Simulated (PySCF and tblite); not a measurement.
Values are calculated unless marked as measured or tabulated.
Barrier and rate of a ring inversion

System: C4H7FSe, numbered as in [F:1][C@H:2]1[CH2:3][CH2:4][Se:5][CH2:6]1.

Motion: inversion of the 5-membered ring (2–3–4–5–6). Geometries: GFN2-xTB; energies: PBE0/pcSseg-1 + D3(BJ), IEF-PCM dichloromethane; zero-point and thermal terms from GFN2-xTB harmonic modes (soft modes blended into free rotors). Rate constants are transition-state-theory values, counting equivalent paths, without tunnelling. (PySCF 2.14 with density fitting, tblite 0.8.)

```json
{"point": "start (twist)", "symmetry": "C1", "E(GFN2) kcal/mol": "0.0", "E(DFT) kcal/mol": "0.0", "ZPE change kcal/mol": "0.00", "lowest mode cm⁻¹": "88", "dipole D": "1.59"}
{"point": "saddle (between envelope and twist)", "symmetry": "C1", "E(GFN2) kcal/mol": "3.1", "E(DFT) kcal/mol": "1.7", "ZPE change kcal/mol": "-0.18", "lowest mode cm⁻¹": "81i", "dipole D": "3.47"}
{"point": "end (envelope)", "symmetry": "C1", "E(GFN2) kcal/mol": "0.2", "E(DFT) kcal/mol": "-1.4", "ZPE change kcal/mol": "-0.05", "lowest mode cm⁻¹": "68", "dipole D": "2.74"}
```

```
Electronic barrier                                      : 1.7 kcal/mol
Barrier with zero-point energy                          : 1.5 kcal/mol
ΔH‡ (298 K)                                             : 1.1 kcal/mol
ΔS‡ (298 K, symmetry apart)                             : -3.0 cal/(mol K)
Paths                                                   : 1 equivalent path
End point                                               : a different minimum
Mean lifetime of the start against this motion at 298 K : 4.2 ps
Cost                                                    : 63 s on 1 thread of Arm Neoverse V2, shared host (rough), peak memory 0.89 GiB, launched as `OMP_NUM_THREADS=1 python ens_run.py task.json out`
```

```json
{"T/K": "200", "ΔG‡ kcal/mol": "1.7", "k s⁻¹": "5.9×10¹⁰", "ΔG kcal/mol": "-1.4", "k back s⁻¹": "1.6×10⁹"}
{"T/K": "250", "ΔG‡ kcal/mol": "1.8", "k s⁻¹": "1.4×10¹¹", "ΔG kcal/mol": "-1.4", "k back s⁻¹": "8.1×10⁹"}
{"T/K": "298", "ΔG‡ kcal/mol": "1.9", "k s⁻¹": "2.4×10¹¹", "ΔG kcal/mol": "-1.4", "k back s⁻¹": "2.3×10¹⁰"}
{"T/K": "350", "ΔG‡ kcal/mol": "2.1", "k s⁻¹": "3.6×10¹¹", "ΔG kcal/mol": "-1.4", "k back s⁻¹": "5.2×10¹⁰"}
{"T/K": "400", "ΔG‡ kcal/mol": "2.2", "k s⁻¹": "4.9×10¹¹", "ΔG kcal/mol": "-1.3", "k back s⁻¹": "9.3×10¹⁰"}
```

ΔG and ΔG‡ leave out symmetry numbers and mirror images; rates count paths: 1 out, 1 back.

The barrier is low, and the GFN2-xTB saddle may lie off the DFT one, so take it as rough. Spin–orbit effects of heavy atoms on shieldings are missing.
